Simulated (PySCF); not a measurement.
CHO₂ (SMILES [O]C=O), doublet, geometry from GFN2-xTB. Base run: CCSD/6-31G** (PySCF).

Here is a job for PySCF.
```python
from pyscf import gto, scf, cc

mol = gto.Mole()
mol.atom = '''
    O    -1.073710   -0.429261   -0.004282
    C    -0.046169    0.187518    0.001412
    O     1.150280    0.118270    0.001940
    H    -0.335546    1.362823    0.010264
'''
mol.basis = '6-31g**'
mol.charge = 0
mol.spin = 1
mol.verbose = 4
mol.build()

mf = scf.UHF(mol)
mf.kernel()

mycc = cc.CCSD(mf)
mycc.kernel()
print('E(CCSD) = %.10f' % mycc.e_tot)
```

Each row names what was changed in the base input (with any setting that the change needs).

```json
[
 {"change": "base", "ΔE vs base (mEh)": "0.000", "MP2 correlation (Eh)": "-0.49139", "CC correlation without the perturbative part (Eh)": "-0.49280", "basis functions": "47"},
 {"change": "cc.diis_space = 3", "ΔE vs base (mEh)": "0.000", "MP2 correlation (Eh)": "-0.49139", "CC correlation without the perturbative part (Eh)": "-0.49280", "basis functions": "47"},
 {"change": "cc.diis_space = 10", "ΔE vs base (mEh)": "0.000", "MP2 correlation (Eh)": "-0.49139", "CC correlation without the perturbative part (Eh)": "-0.49280", "basis functions": "47"},
 {"change": "frozen = 3", "ΔE vs base (mEh)": "[?]", "MP2 correlation (Eh)": "[?]", "CC correlation without the perturbative part (Eh)": "[?]", "basis functions": "47"},
 {"change": "method = cisd", "ΔE vs base (mEh)": "50.824", "MP2 correlation (Eh)": "-", "CC correlation without the perturbative part (Eh)": "-", "basis functions": "47"},
 {"change": "cc.iterative_damping = 0.8", "ΔE vs base (mEh)": "0.000", "MP2 correlation (Eh)": "-0.49139", "CC correlation without the perturbative part (Eh)": "-0.49280", "basis functions": "47"},
 {"change": "frozen = 2", "ΔE vs base (mEh)": "[?]", "MP2 correlation (Eh)": "[?]", "CC correlation without the perturbative part (Eh)": "[?]", "basis functions": "47"},
 {"change": "cc.conv_tol = 1e-9", "ΔE vs base (mEh)": "0.000", "MP2 correlation (Eh)": "-0.49139", "CC correlation without the perturbative part (Eh)": "-0.49280", "basis functions": "47"},
 {"change": "method = ccsd(t)", "ΔE vs base (mEh)": "[?]", "MP2 correlation (Eh)": "-0.49139", "CC correlation without the perturbative part (Eh)": "-0.49280", "basis functions": "47"},
 {"change": "density fitting = JK and correlation", "ΔE vs base (mEh)": "0.024", "MP2 correlation (Eh)": "-0.49150", "CC correlation without the perturbative part (Eh)": "-0.49294", "basis functions": "47"}
]
```

### Question
Fill in the missing entries.

### Answer

- frozen = 3, ΔE vs base (mEh): 5.800
- frozen = 3, MP2 correlation (Eh): -0.48502
- frozen = 3, CC correlation without the perturbative part (Eh): -0.48700
- frozen = 2, ΔE vs base (mEh): 3.054
- frozen = 2, MP2 correlation (Eh): -0.48787
- frozen = 2, CC correlation without the perturbative part (Eh): -0.48975
- method = ccsd(t), ΔE vs base (mEh): -19.506

Open shells are given as the SCF converged; they aren't shown to be the lowest states, and a large step between rows can be another state.
